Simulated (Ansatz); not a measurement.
B₄P₄H₁₄, a cluster cut from wurtzite BP (hydrogen-capped). Total charge 0; singlet. Geometry PBE-D4/def2-SVP.

```xyz
22

B    -0.3156    1.6198    1.3945
P     0.2884    1.9437   -0.4500
B     1.2270   -1.2468    1.2678
P    -0.4927   -0.3320    1.5170
P     1.7537   -0.8099   -0.5770
B     0.5095    0.3434   -1.5691
B    -1.8777   -1.0231    0.3087
P    -1.2223   -0.5823   -1.4936
H     0.5580    2.0326    2.1455
H    -1.4014    2.1690    1.5259
H     1.5162    2.6699   -0.5336
H    -0.5525    2.8383   -1.1808
H     2.0828   -0.7868    2.0120
H     1.0944   -2.4616    1.3343
H    -0.9240   -0.6229    2.8453
H     3.0415   -0.1989   -0.6769
H     1.9848   -1.9577   -1.3962
H     0.8782    0.5919   -2.7040
H    -2.9376   -0.4327    0.4688
H    -1.9579   -2.2422    0.3816
H    -2.1365    0.2028   -2.2615
H    -1.1160   -1.7146   -2.3587
```

B3LYP takes the VWN-RPA correlation.

Q: Estimate the orbital energies around the gap (eV) in Ansatz with PBE-D4/def2-TZVP, PBE-D4/def2-TZVPD, r2SCAN-D4/def2-TZVP, B3LYP-D4/def2-TZVP, PBE0-D4/def2-TZVP.

A: 
```json
{"orbital": "HOMO−5", "PBE-D4/def2-TZVP": "-7.62", "PBE-D4/def2-TZVPD": "-7.62", "r2SCAN-D4/def2-TZVP": "-7.88", "B3LYP-D4/def2-TZVP": "-8.58", "PBE0-D4/def2-TZVP": "-8.81"}
{"orbital": "HOMO−4", "PBE-D4/def2-TZVP": "-7.61", "PBE-D4/def2-TZVPD": "-7.62", "r2SCAN-D4/def2-TZVP": "-7.88", "B3LYP-D4/def2-TZVP": "-8.58", "PBE0-D4/def2-TZVP": "-8.81"}
{"orbital": "HOMO−3", "PBE-D4/def2-TZVP": "-7.17", "PBE-D4/def2-TZVPD": "-7.18", "r2SCAN-D4/def2-TZVP": "-7.48", "B3LYP-D4/def2-TZVP": "-8.31", "PBE0-D4/def2-TZVP": "-8.48"}
{"orbital": "HOMO−2", "PBE-D4/def2-TZVP": "-6.99", "PBE-D4/def2-TZVPD": "-6.99", "r2SCAN-D4/def2-TZVP": "-7.23", "B3LYP-D4/def2-TZVP": "-7.97", "PBE0-D4/def2-TZVP": "-8.13"}
{"orbital": "HOMO−1", "PBE-D4/def2-TZVP": "-6.35", "PBE-D4/def2-TZVPD": "-6.36", "r2SCAN-D4/def2-TZVP": "-6.57", "B3LYP-D4/def2-TZVP": "-7.30", "PBE0-D4/def2-TZVP": "-7.46"}
{"orbital": "HOMO", "PBE-D4/def2-TZVP": "-6.35", "PBE-D4/def2-TZVPD": "-6.36", "r2SCAN-D4/def2-TZVP": "-6.57", "B3LYP-D4/def2-TZVP": "-7.30", "PBE0-D4/def2-TZVP": "-7.46"}
{"orbital": "LUMO", "PBE-D4/def2-TZVP": "-1.53", "PBE-D4/def2-TZVPD": "-1.57", "r2SCAN-D4/def2-TZVP": "-1.32", "B3LYP-D4/def2-TZVP": "-0.86", "PBE0-D4/def2-TZVP": "-0.68"}
{"orbital": "LUMO+1", "PBE-D4/def2-TZVP": "-1.53", "PBE-D4/def2-TZVPD": "-1.57", "r2SCAN-D4/def2-TZVP": "-1.32", "B3LYP-D4/def2-TZVP": "-0.86", "PBE0-D4/def2-TZVP": "-0.68"}
{"orbital": "LUMO+2", "PBE-D4/def2-TZVP": "-1.39", "PBE-D4/def2-TZVPD": "-1.57", "r2SCAN-D4/def2-TZVP": "-1.04", "B3LYP-D4/def2-TZVP": "-0.82", "PBE0-D4/def2-TZVP": "-0.59"}
{"orbital": "LUMO+3", "PBE-D4/def2-TZVP": "-0.57", "PBE-D4/def2-TZVPD": "-0.83", "r2SCAN-D4/def2-TZVP": "-0.21", "B3LYP-D4/def2-TZVP": "0.11", "PBE0-D4/def2-TZVP": "0.29"}
{"orbital": "LUMO+4", "PBE-D4/def2-TZVP": "-0.16", "PBE-D4/def2-TZVPD": "-0.46", "r2SCAN-D4/def2-TZVP": "0.22", "B3LYP-D4/def2-TZVP": "0.46", "PBE0-D4/def2-TZVP": "0.72"}
{"orbital": "LUMO+5", "PBE-D4/def2-TZVP": "-0.16", "PBE-D4/def2-TZVPD": "-0.46", "r2SCAN-D4/def2-TZVP": "0.22", "B3LYP-D4/def2-TZVP": "0.46", "PBE0-D4/def2-TZVP": "0.72"}
```
